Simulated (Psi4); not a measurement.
C$_{4}$H$_{9}$O, doublet, at a GFN2-xTB geometry. Base run: MP2/6-31G** run with Psi4.

Psi4 was given this input:
```
memory 2 GB

molecule mol {
0 2
C     1.101851    0.089524   -1.006600
C     0.017726   -0.037210    0.142734
C    -1.001386   -1.099861   -0.335568
C    -0.655913    1.351639    0.260624
O     0.674743   -0.392709    1.223802
H     0.601904    0.382948   -1.923436
H     1.832732    0.834838   -0.710337
H     1.592325   -0.871110   -1.125215
H    -1.450055   -0.807292   -1.280409
H    -1.778000   -1.195270    0.419622
H    -0.512698   -2.064113   -0.445493
H     0.073641    2.096590    0.566369
H    -1.104467    1.645022   -0.684019
H    -1.426992    1.295512    1.025368
}

set {
  basis 6-31g**
  reference uhf
}

energy('mp2')
print_variables()
```

Variants of this job, named by their change:

| change | ΔE vs base (kcal/mol) | MP2 correlation (Eh) | basis functions | core-seconds (rough) | outcome |
|---|---|---|---|---|---|
| base | 0.000 | -0.74546 | 120 | 8 | converged |
| method = cisd | - | - | - | - | input refused |
| method = ccsd | - | - | 120 | - | cut at the time limit |
| cc_type = df | 0.000 | -0.74546 | 120 | 9 | converged |
| puream = off | -0.101 | -0.74562 | 120 | 7 | converged |
| method = mp2.5 | [?] | -0.74546 | 120 | 30 | converged |
| freeze_core = on | [?] | [?] | 120 | 7 | converged |
| scf_type = pk; mp2_type = conv | -0.403 | -0.74597 | 120 | 30 | converged |
| method = scs-mp2 | -0.210 | -0.74597 | 120 | 30 | converged |
| method = lccd | - | - | 120 | - | cut at the time limit |

**Question.** What belongs in the gaps?

**Answer.** 
- method = mp2.5, ΔE vs base (kcal/mol): -16.82
- freeze_core = on, ΔE vs base (kcal/mol): 14.72
- freeze_core = on, MP2 correlation (Eh): -0.72200

Open shells are given as the SCF converged; they aren't shown to be the lowest states, and a large step between rows can be another state.

- method = cisd: ended with `psi4.driver.p4util.exceptions.MissingMethodError: Method=cisd is not available for any derivative level under conditions CI_TYPE=CONV, REFERENCE=UHF, FREEZE_CORE=FALSE, QC_MODULE=(auto). See https://psicode.org/psi4manual/master/introduction.html#ss-cisd. Or d`
